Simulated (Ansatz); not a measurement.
Species: C8H9FSi, SMILES `C=C(F)c1ccccc1[SiH3]` (F–C–C–C torsion 157°) (charge 0, multiplicity 1).

### Question
Give a relaxed geometry from PBE0-D3(BJ)/def2-SVP (Ansatz, a quantum-chemistry and plane-wave program).

### Answer
One answer among several that fit: the end point of this relaxation, one of several conformers (outside a Z-matrix the atoms follow the SMILES, hydrogens last).
Cartesian coordinates (Å) in one orientation:
```xyz
19

C     -0.306     2.883    -0.698
C      0.284     1.813    -0.164
F      1.561     1.925     0.244
C     -0.269     0.464     0.035
C     -1.659     0.306     0.130
C     -2.226    -0.952     0.291
C     -1.406    -2.075     0.369
C     -0.024    -1.924     0.285
C      0.576    -0.666     0.122
Si     2.465    -0.633     0.008
H      0.236     3.826    -0.769
H     -1.325     2.826    -1.079
H     -2.303     1.187     0.099
H     -3.311    -1.053     0.368
H     -1.841    -3.069     0.499
H      0.609    -2.813     0.344
H      3.112    -0.083     1.235
H      2.947     0.105    -1.195
H      2.878    -2.066    -0.124
```
